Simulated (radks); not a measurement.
The numbers below are computed, except where a source is named.
Cu, 29 electrons, occupied as [Ar] 3d10 4s1.

Code: a radial shooting solver on a logarithmic mesh with Libxc functionals. Model: scalar-relativistic Kohn-Sham, PBEsol, spin-unpolarised, spherical densities, finite nucleus; Fermi nuclear charge, rms radius 3.8823 fm.

Energy parts (eV):
part                       energy
total                  -44993.568
kinetic                 45657.557
electron-nucleus      -108380.735
Hartree                 19529.627
exchange-correlation    -1800.017

Orbitals (lengths in bohr, moments of r in powers of bohr; r(90%) holds 90 % of the orbital's charge):
orbital,occ.,eigenvalue (eV),<1/r>,<r>,r(90%)
1s,2,-8842.894,29.14,0.05216,0.0932
2s,2,-1061.440,6.323,0.2354,0.364
2p,6,-916.4257,6.207,0.2065,0.338
3s,2,-114.4036,1.996,0.7125,1.07
3p,6,-71.9996,1.842,0.7499,1.16
3d,10,-5.0600,1.369,1.047,1.91
4s,1,-4.6086,0.4474,2.916,4.56

The highest occupied level is 4s at -4.609 eV. The density falls to 0.001 e/bohr^3 at r = 4.09 bohr.
